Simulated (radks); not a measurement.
Values are calculated unless marked as measured or tabulated.
The nuclear charge of the bromine ion Br2+ is varied continuously with 33 electrons held in [Ar] 3d10 4s2 4p3. Code: a radial shooting solver on a logarithmic mesh with Libxc functionals. Model: scalar-relativistic Kohn-Sham, r2SCAN, spin-polarised, spherical densities, finite nucleus; open shells are filled with parallel spins first; meta-GGA in the generalised Kohn-Sham scheme; Fermi nuclear charge, rms radius 4.1629 fm. By the Hellmann-Feynman theorem dE/dZ = E(electron-nucleus)/Z, the electronic potential at the nucleus (averaged over a nucleus of fixed radius). The scalar-relativistic energy here is not variational (the density holds large components alone), so the two differ by a part that grows with Z.

Z     E (hartree)  E(electron-nucleus)/Z (hartree)  HOMO  e(HOMO) (eV)  <r> HOMO (bohr)
34.6  -2534.58354                         -175.999    4p       -24.519            1.925
34.8  -2569.97208                         -177.350    4p       -27.239            1.878
35    -2605.63195                         -178.701    4p       -30.049            1.834
35.2  -2641.56318                         -180.053    4p       -32.948            1.793
35.4  -2677.76582                         -181.404    4p       -35.936            1.755
35.6  -2714.23992                         -182.755    4p       -39.009            1.718
35.8  -2750.98555                         -184.107    4p       -42.168            1.684
36    -2788.00278                         -185.459    4p       -45.411            1.651

The central difference of E at Z = 35 is -178.978 hartree, to compare with the third column; the second derivative is -6.78 hartree.
